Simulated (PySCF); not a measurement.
# How far are cheaper levels from CCSD(T)/CBS for CsK?

PySCF; the state is a singlet (closed shell). The composite is CCSD(T) extrapolated to the basis-set limit from two correlation-consistent sets, with core-valence (CV) and scalar-relativistic (SR) terms as its label shows; it has no spin–orbit coupling and nothing beyond (T). Here it is CCSD(T)/CBS(DT). It gives Re = 4.282 Å, ωe = 69.3 cm⁻¹ and De = 0.50 eV to Cs + K.

| level | basis | relativity | Re (Å) | ωe (cm⁻¹) | De (eV) |
| --- | --- | --- | --- | --- | --- |
| RHF-MP2 | def2-SVPD | scalar-relativistic core potentials | 4.352 | 68.7 | 0.30 |
| RHF-SCS-MP2 | def2-SVP | scalar-relativistic core potentials | 4.390 | 67.4 | 0.35 |
| RHF-CCSD | def2-SVP | scalar-relativistic core potentials | 4.399 | 66.1 | 0.41 |
| RHF-CCSD | def2-SVPD | scalar-relativistic core potentials | 4.398 | 66.0 | 0.41 |
| RHF-CCSD(T) | def2-SVPD | scalar-relativistic core potentials | 4.402 | 64.6 | 0.45 |
| PBEsol | def2-SVPD | scalar-relativistic core potentials | 4.322 | 66.3 | 0.54 |
| r²SCAN0 | def2-SVP | scalar-relativistic core potentials | 4.427 | 67.3 | 0.34 |
| BHandHLYP | def2-SVP | scalar-relativistic core potentials | 4.372 | 66.6 | 0.39 |
| CAM-B3LYP | def2-SVP | scalar-relativistic core potentials | 4.314 | 69.3 | 0.39 |
| CAM-B3LYP | def2-SVPD | scalar-relativistic core potentials | 4.314 | 69.3 | 0.39 |

Q: Give the difference of each row from the composite.

A: 

```tsv
level	basis	ΔRe (pm)	Δωe (%)	ΔDe (eV)
RHF-MP2	def2-SVPD	+7.0	-0.9	-0.20
RHF-SCS-MP2	def2-SVP	+10.8	-2.7	-0.15
RHF-CCSD	def2-SVP	+11.7	-4.6	-0.09
RHF-CCSD	def2-SVPD	+11.6	-4.8	-0.09
RHF-CCSD(T)	def2-SVPD	+12.0	-6.8	-0.05
PBEsol	def2-SVPD	+4.0	-4.3	+0.04
r²SCAN0	def2-SVP	+14.5	-2.9	-0.16
BHandHLYP	def2-SVP	+9.0	-3.9	-0.11
CAM-B3LYP	def2-SVP	+3.2	+0.0	-0.11
CAM-B3LYP	def2-SVPD	+3.2	+0.0	-0.11
```

Q: Which rows come closest in De?

A: RHF-CCSD(T) in def2-SVPD (-0.05 eV); PBEsol in def2-SVPD (+0.04 eV), counted from the composite.

Correlated steps freeze the inner cores (5 to 28 orbitals); shallow outer-core shells are correlated. Closed-shell solutions of metal pairs were not tested for spin polarisation, which can lower them a little. The bond is weak. Basis-set superposition, not corrected here, can be much of De in a small basis, most of all at correlated wavefunction levels. Functionals without a dispersion term scatter widely for such bonds, and LDA overbinds them. Spin–orbit coupling is left out. Where the molecule has an RHF reference, its open-shell atoms are computed with UHF.
